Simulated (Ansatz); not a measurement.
One molecule, several partners

SiH₃F (SMILES [SiH3]F) beside different partners, each pair relaxed from a docking trial to one local arrangement, named by its closest contact against the van der Waals radii; a more strongly bound one may exist. Pairs that react, share a proton or have a doubtful reference are left out. Counterpoise interaction energies from the frozen fragments; negative means bound. Gas-phase electronic energies, without zero-point energy, by CCSD(T) at an estimated basis limit (MP2 extrapolated from triple and quadruple zeta, plus CCSD(T) − MP2 in triple zeta); Ansatz 0.2.0, def2-TZVPPD and QZVPPD, frozen cores, core potentials past krypton, on PBE0-D4/def2-TZVP structures. Extrapolation: Hartree–Fock as exp(−7.88 √X), correlation as X^−2.97.

```
                       partner  closest contact, atom of SiH₃F first (Å)  interaction energy (kJ/mol)
WF₆ (SMILES F[W](F)(F)(F)(F)F)                               Si···F 3.32                         -8.0
                            H₂                               Si···H 3.77                         -0.7
                           H₂S                               Si···S 3.74                         -8.3
                           H₂O                               Si···O 3.04                            ?
                           HCl                                F···H 2.02                        -12.0
                          SiH₄                               F···Si 3.27                         -5.7
```

Question: What is the interaction energy with H₂O? (Judge from chemistry; the value comes from the calculation.)

Answer: The calculation gives: -13.8 kJ/mol. It counts from the two fragments frozen as in the pair.

T1 diagnostic: at most 0.022.

For scale, one of the runs: CCSD(T)/def2-TZVPPD, 438 basis functions (an equivalent command: `ansatz run in.yaml --threads 4 --backend cuda`). Time: 56 s of wall clock on 4 CPU threads and a share of one NVIDIA H100; the host was shared. Peak host memory: 0.92 GiB.
